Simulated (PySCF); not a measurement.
Excitations are Tamm–Dancoff values on a coarser integration grid. The basis has no diffuse functions, so Rydberg states are missing or too high.

Cartesian coordinates (Å):
SMILES: [Cl][GeH2][Cl]
```xyz
5

Cl    -1.7030     1.1217    -0.0929
Ge    -0.0046    -0.1761     0.0022
Cl     1.7593     1.0333     0.0659
H     -0.0847    -0.9717     1.3049
H      0.0330    -1.0073    -1.2801
```
Charge 0, spin multiplicity 1.

What is the computed T1 excitation (TDA), S1 oscillator strength, S1–T1 gap (TDA), S1 excitation (TDA), LUMO, HOMO, HOMO–LUMO gap and total energy (ωB97X-D3(BJ)/def2-TZVP // PBE0-D3(BJ)/def2-TZVP (PySCF 2.14.0))?


```
Item                           Result
----------------------  -------------
T1 excitation (TDA)           6.80 eV
S1 oscillator strength          0.031
S1–T1 gap (TDA)               0.58 eV
S1 excitation (TDA)           7.39 eV
LUMO                          1.44 eV
HOMO                        -11.50 eV
HOMO–LUMO gap                12.93 eV
total energy            -2998.6867 Ha
```
